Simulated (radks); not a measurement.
Values are calculated unless marked as measured or tabulated.
Question: The nickel ion Ni4+, 24 electrons, occupied as [Ar] 3d6 (the NIST ground configuration). Level of theory: non-relativistic Kohn-Sham, BLYP, spin-polarised, spherical densities, point nucleus; open shells are filled with parallel spins first (a radial shooting solver on a logarithmic mesh with Libxc functionals). Some entries of the table are withheld. Estimate them.

| orbital | occ. | eigenvalue (hartree) | r(max) (bohr) |
|---|---|---|---|
| 1s up | 1 | -300.9166 | 0.03614 |
| 1s down | 1 | -300.9166 | 0.03614 |
| 2s up | 1 | -37.80723 | 0.2077 |
| 2s down | 1 | -37.70733 | 0.2075 |
| 2p up | 3 | (1) | 0.1661 |
| 2p down | 3 | (2) | 0.1660 |
| 3s up | 1 | (3) | 0.6429 |
| 3s down | 1 | (4) | 0.6442 |
| 3p up | 3 | -4.92675 | 0.6430 |
| 3p down | 3 | -4.73758 | 0.6450 |
| 3d up | 5 | -2.60153 | 0.6014 |
| 3d down | 1 | -2.41884 | 0.6082 |

Answer: 
(1) 2p up eigenvalue (hartree): -33.30583
(2) 2p down eigenvalue (hartree): -33.23140
(3) 3s up eigenvalue (hartree): -6.31222
(4) 3s down eigenvalue (hartree): -6.11970
